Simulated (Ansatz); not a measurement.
Relaxation of CH4ClFMgO (9 atoms, charge 0, multiplicity 1), to a largest force component of 0.03 eV/Å in at most 50 steps.

These are results of Ansatz, RKS B3LYP-D4/def2-SVP, not measurements.

```xyz
9
Properties=species:S:1:pos:R:3:forces:R:3
Mg -2.116 1.025 -1.217 1.64 1.14 1.22
O 0.951 -0.025 -0.349 -0.37 0.13 -0.09
C 1.203 -0.810 0.796 0.01 -0.01 0.00
Cl -3.659 -0.116 -2.268 -0.01 0.00 -0.01
H 0.761 0.885 -0.069 -0.14 0.09 -0.02
F -0.978 2.186 -0.211 -1.14 -1.34 -1.09
H 2.090 -0.459 1.358 0.00 -0.02 -0.01
H 0.348 -0.846 1.498 -0.02 0.02 0.01
H 1.400 -1.840 0.461 0.03 -0.01 0.00
```

Q: Where does it end, and by what steps?

A: The run converged. After 19 steps the energy has fallen by 1.124 eV; Cl4 moved furthest, 1.90 Å. Joined: Mg1–O2 (3.36 → 2.02 Å).

```tsv
step	energy less start (eV)	largest force component (eV/Å)	accepted
0	0.0000	1.639	yes
1	-0.3015	1.108	yes
2	-0.5201	0.455	yes
3	-0.7376	0.452	yes
4	-0.9116	0.334	yes
5	-0.9567	0.388	yes
6	-0.9883	0.245	yes
7	-1.0059	0.278	yes
8	-1.0219	0.291	yes
9	-1.0413	0.197	yes
10	-1.0543	0.553	yes
11	-1.0591	0.821	yes
12	-1.0827	0.087	yes
13	-1.0969	0.198	yes
14	-1.1085	0.260	yes
15	-1.1116	0.360	yes
16	-1.1210	0.143	yes
17	-1.1191	0.120	no
18	-1.1236	0.058	yes
19	-1.1238	0.024	yes
```

```xyz
9
Properties=species:S:1:pos:R:3
Mg -1.264 0.972 -0.951
O 0.281 0.458 0.252
C 0.791 -0.844 0.583
Cl -2.057 -0.967 -1.710
H 0.773 1.169 0.689
F -1.241 2.741 -0.825
H 1.840 -0.939 0.261
H 0.708 -1.025 1.665
H 0.169 -1.564 0.036
```

Whether the end is a true minimum wasn't checked by a vibrational analysis.

Run time: 40 s on 2 threads of Intel(R) Xeon(R) Platinum 8488C (Sapphire Rapids), with other jobs on the host, peak memory 0.22 GiB.
